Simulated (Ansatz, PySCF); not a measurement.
The pair A = HCl (SMILES Cl) (first 2 atoms), B = C2H6O (SMILES COC); geometry from B3LYP-D3(BJ)/def2-TZVP.
(charge 0, multiplicity 1):
```xyz
11

Cl    -0.1740    -0.0281     0.4686
H     -0.2030     0.2287     1.7614
C     -1.0974    -0.5440     4.0340
O     -0.1811     0.3852     3.4728
C      1.1489     0.2048     3.9379
H     -1.1459    -0.4253     5.1209
H     -0.8084    -1.5732     3.7960
H     -2.0732    -0.3334     3.6017
H      1.1999     0.3561     5.0206
H      1.7671     0.9472     3.4378
H      1.5170    -0.7980     3.6960
```

Cores are frozen in the correlated methods. MP2 and its Hartree–Fock in aug-cc-pV(T+d)Z are density fitted. Rows in 6-31G* carry no dispersion term and start afresh at each structure (6-31G* with six Cartesian d functions). MP2/6-31G* freezes PySCF's default core.

Run with Ansatz (an electronic-structure program) with Gaussian orbitals; PySCF for 6-31G* rows. Each number belongs to the level named beside it.

Total energies (hartree), monomers frozen at their geometry in the pair:

```tsv
structure	MP2/6-31G*	MP2/aug-cc-pV(D+d)Z	MP2/aug-cc-pV(T+d)Z
AB	-614.7090863	-614.8620980	-615.0671745
A in the pair's basis	-460.1930200	-460.2578286	-460.3162142
B in the pair's basis	-154.5061743	-154.5923898	-154.7380257
A	-460.1915178	-460.2565278	-460.3154167
B	-154.5030586	-154.5908537	-154.7373220
```

Work out the interaction energy without and with the counterpoise correction, and the superposition error, for each level.


E(AB) − E(A) − E(B), times 627.509 kcal/mol, with the monomers in their own basis and then in the pair's basis:
- MP2/6-31G*: -9.11 uncorrected, -6.21 corrected; the monomers gain 2.90 kcal/mol from borrowed functions
- MP2/aug-cc-pV(D+d)Z: -9.23 uncorrected, -7.45 corrected; the monomers gain 1.78 kcal/mol from borrowed functions
- MP2/aug-cc-pV(T+d)Z: -9.06 uncorrected, -8.12 corrected; the monomers gain 0.94 kcal/mol from borrowed functions
